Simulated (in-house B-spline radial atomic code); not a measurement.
BHandHLYP excitations of P3+

Method: BHandHLYP. Computed with a B-spline radial code for spherical atoms: linear response of the closed shell [Ne] 3s2 with the functional's adiabatic kernel; scalar-relativistic (spin-free one-electron X2C), finite nucleus, no spin-orbit coupling, no double excitations, S, P, D and F terms only.

Command:
```bash
python run_td.py task.json out
```
Settings (radii: box in bohr, nucleus in fm):
```
Z                        15
electrons                12
configuration            [Ne] 3s2
hamiltonian              x2c
method                   bhandhlyp
box_radius               23.08
rms_radius               3.1889
intervals                73
```

Time taken, with all properties: 0.5 s on 1 thread of Intel(R) Xeon(R) Platinum 8488C (Sapphire Rapids), with other jobs on the host.

The lowest states, in the order of their Tamm-Dancoff energies; the method's threshold (minus the highest occupied level) is 48.24 eV. Labels give the largest channel, * marks a mixed state, and oscillator strengths are full-response dipole values. Semilocal kernels can invert the small singlet-triplet splittings of Rydberg terms. Energies in eV:

```csv
state,full response,Tamm-Dancoff,oscillator strength
3s → 3p 3P,7.635,7.999,-
3s → 3p 1P,13.047,13.546,1.49
3s → 3d 3D,22.253,22.309,-
3s → 3d 1D,24.278,24.294,-
3s → 4s 3S,27.430,27.437,-
3s → 4s 1S,?,?,-
3s → 4p 3P,30.90,30.91,-
3s → 4p 1P,31.32,31.35,0.053
3s → 4d 3D,35.33,35.34,-
3s → 4d 1D,35.61,35.61,-
3s → 4f 3F,36.42,36.43,-
3s → 4f 1F,36.53,36.53,-
3s → 5s 3S,37.09,37.09,-
3s → 5s 1S,37.41,37.42,-
3s → 5p 3P,38.50,38.50,-
3s → 5p 1P,?,?,?
```

(1) Where does 3s → 5p 1P lie?

(2) Where does 3s → 4s 1S lie?

(3) How large is the singlet-triplet splitting of 3s → 3p (P terms) in Tamm-Dancoff?

(4) What polarisabilities and dispersion coefficient does the method give?

Results:

(1) At 38.66 eV in full response, 38.67 eV in Tamm-Dancoff, oscillator strength 0.0265.

(2) At 28.458 eV in full response, 28.487 eV in Tamm-Dancoff.

(3) 5.55 eV, from the unrounded values.

(4) Dipole 6.708 bohr³, quadrupole 13.38 bohr⁵, C6 17 hartree·bohr⁶ for two such species.
